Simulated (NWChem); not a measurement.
System: 1,4-dioxane (C$_{4}$H$_{8}$O$_{2}$); SMILES O1CCOCC1

```xyz
14

C      1.1419     0.6724    -0.3490
C      1.1363    -0.6810     0.3493
O     -0.0054    -1.4575    -0.0008
C     -1.1419    -0.6724    -0.3490
C     -1.1363     0.6810     0.3493
O      0.0054     1.4575    -0.0008
H      2.0476     1.2483    -0.0623
H      1.1877     0.5143    -1.4550
H      2.0381    -1.2636     0.0638
H      1.1818    -0.5233     1.4553
H     -1.1877    -0.5143    -1.4550
H     -2.0476    -1.2483    -0.0623
H     -2.0381     1.2636     0.0638
H     -1.1818     0.5233     1.4553
```
Atoms are numbered in this order, from 1.

Level: PBE-D3(BJ)/def2-SVP (NWChem), optimised geometry, unscaled harmonic frequencies. 

| frequency (cm⁻¹) | IR intensity (km/mol) |
|---|---|
| 94 | 14.6 |
| 289 | 0.0 |
| 292 | 2.0 |
| 457 | 0.0 |
| 493 | 1.6 |
| 579 | 1.0 |
| 830 | 0.0 |
| 847 | 2.4 |
| 871 | 26.6 |
| 875 | 62.2 |
| 1005 | 0.0 |
| 1045 | 1.1 |
| 1070 | 5.8 |
| 1102 | 0.0 |
| 1127 | 28.5 |
| 1149 | 195.2 |
| 1200 | 9.7 |
| 1232 | 0.8 |
| 1239 | 61.5 |
| 1265 | 0.0 |
| 1305 | 0.0 |
| 1350 | 2.8 |
| 1354 | 19.6 |
| 1376 | 0.0 |
| 1426 | 0.7 |
| 1431 | 3.5 |
| 1440 | 3.3 |
| 1450 | 0.0 |
| 2888 | 60.1 |
| 2907 | 0.0 |
| 2909 | 0.0 |
| 2913 | 189.1 |
| 3005 | 24.0 |
| 3007 | 101.1 |
| 3007 | 23.9 |
| 3009 | 0.1 |

- zero-point energy = 74.1 kcal/mol
- thermal correction to the enthalpy at 298.15 K (with zero-point energy) = 78.2 kcal/mol
- heat capacity Cv = 20.6 cal/(mol K)
- entropy at 298.15 K and 1 atm (symmetry number 4) = 72.4 cal/(mol K)
- dipole moment = 0.00 D

Rigid rotor and harmonic oscillator; modes under 100 cm⁻¹ make the entropy uncertain.
